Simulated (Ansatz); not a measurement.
Geometry optimisation, RKS PBE0/def2-SVP (Ansatz).

The input (input.yaml):

```yaml
crystal:
  periodic: [false, false, false]
  atoms:
    - { symbol: B, position_ang: [-0.033256, 0.399953, -0.012607] }
    - { symbol: F, position_ang: [0.092898, 1.014812, 1.147515] }
    - { symbol: H, position_ang: [0.935595, -0.005329, -0.5959] }
    - { symbol: Cl, position_ang: [-1.607258, 0.408574, -0.794692] }
    - { symbol: Si, position_ang: [-0.295611, -2.55059, 1.072821] }
    - { symbol: H, position_ang: [-0.696179, -2.780012, -0.342077] }
    - { symbol: H, position_ang: [0.977386, -3.270144, 1.364451] }
    - { symbol: H, position_ang: [-1.372783, -3.002425, 2.001042] }
    - { symbol: H, position_ang: [-0.064992, -1.109339, 1.281847] }
basis:
  gaussian: { orbitals: def2-SVP }
hamiltonian:
  xc: pbe0
relax:
  f_tol: 0.03
  max_steps: 50
output:
  orbitals: {}
```

Command:

```bash
$ ansatz run input.yaml --threads 2 --pin off --max-ram 3072MiB --backend cpu --events-out ev --progress --plain --runs-dir out
```

Q: Where does it end, and by what steps?

A: The run converged. The force dipped under the threshold on the way, but the program's further checks kept it going. After 24 steps the energy has fallen by 0.183 eV; H7 moved furthest, 0.97 Å.

```
step  energy less start (eV)  largest force component (eV/Å)  accepted
   0                  0.0000                           0.550       yes
   1                 -0.0847                           0.444       yes
   2                 -0.0099                           1.118        no
   3                 -0.1100                           0.580       yes
   4                 -0.1294                           0.613       yes
   5                 -0.1426                           0.636       yes
   6                 -0.1632                           0.263       yes
   7                 -0.1695                           0.083       yes
   8                 -0.1715                           0.062       yes
   9                 -0.1666                           0.220        no
  10                 -0.1726                           0.190       yes
  11                 -0.1678                           0.251        no
  12                 -0.1736                           0.081       yes
  13                 -0.1744                           0.056       yes
  14                 -0.1748                           0.075       yes
  15                 -0.1754                           0.104       yes
  16                 -0.1763                           0.144       yes
  17                 -0.1771                           0.148       yes
  18                 -0.1695                           0.323        no
  19                 -0.1798                           0.121       yes
  20                 -0.1805                           0.196       yes
  21                 -0.1809                           0.184       yes
  22                 -0.1825                           0.030       yes
  23                 -0.1826                           0.026       yes
  24                 -0.1828                           0.023       yes
```

```xyz
9
Properties=species:S:1:pos:R:3
B -0.127 0.856 -0.150
F 0.088 1.586 0.918
H 0.777 0.589 -0.895
Cl -1.752 0.294 -0.470
Si -0.214 -2.847 1.142
H -0.257 -3.053 -0.335
H 0.490 -3.995 1.788
H -1.602 -2.737 1.681
H 0.534 -1.587 1.443
```

Whether the end is a true minimum wasn't checked by a vibrational analysis.

Run time: 52 s on 2 threads of Arm Neoverse V1, with other jobs on the host, peak memory 0.17 GiB.
